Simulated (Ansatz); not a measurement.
Start from `C#[C][Sn]([Cl])([Cl])[Cl]` and change one atom or group to get `N#[C][Sn]([Cl])([Cl])[Cl]`.

Ansatz, PBE0-D4/def2-TZVP geometries, multiplicity 1. 

Elements past krypton have def2 core potentials.

| property | `C#[C][Sn]([Cl])([Cl])[Cl]` |
| --- | --- |
| HOMO–LUMO gap (PBE0/def2-TZVPP) / eV | 6.89 |
| HOMO energy (ωB97M-V/def2-TZVPP) / eV | -11.47 |
| HOMO energy (B3LYP/def2-TZVPP) / eV | -8.91 |
| HOMO–LUMO gap (ωB97M-V/def2-TZVPP) / eV | 11.26 |
| HOMO–LUMO gap (B3LYP/def2-TZVPP) / eV | 6.30 |
| HOMO energy (PBE/def2-TZVPP) / eV | -7.91 |

Task: Give the same properties after the change, and the shifts. (Estimate.)

Result: Ansatz gave: 
| property | `N#[C][Sn]([Cl])([Cl])[Cl]` | shift |
| --- | --- | --- |
| HOMO–LUMO gap (PBE0/def2-TZVPP) / eV | 7.01 | 0.12 |
| HOMO energy (ωB97M-V/def2-TZVPP) / eV | -12.29 | -0.82 |
| HOMO energy (B3LYP/def2-TZVPP) / eV | -9.71 | -0.80 |
| HOMO–LUMO gap (ωB97M-V/def2-TZVPP) / eV | 11.38 | 0.12 |
| HOMO–LUMO gap (B3LYP/def2-TZVPP) / eV | 6.40 | 0.10 |
| HOMO energy (PBE/def2-TZVPP) / eV | -8.54 | -0.63 |

With PBE0 the HOMO falls by 0.83 eV and the LUMO falls by 0.70 eV, so the gap widens by about 0.13 eV. PBE moves the HOMO by -0.63 eV and ωB97M-V by -0.82 eV. The zero-point energy changes by -28.4 kJ/mol with -3 modes.

B3LYP here is the variant with VWN-RPA as its local correlation; programs differ in this.
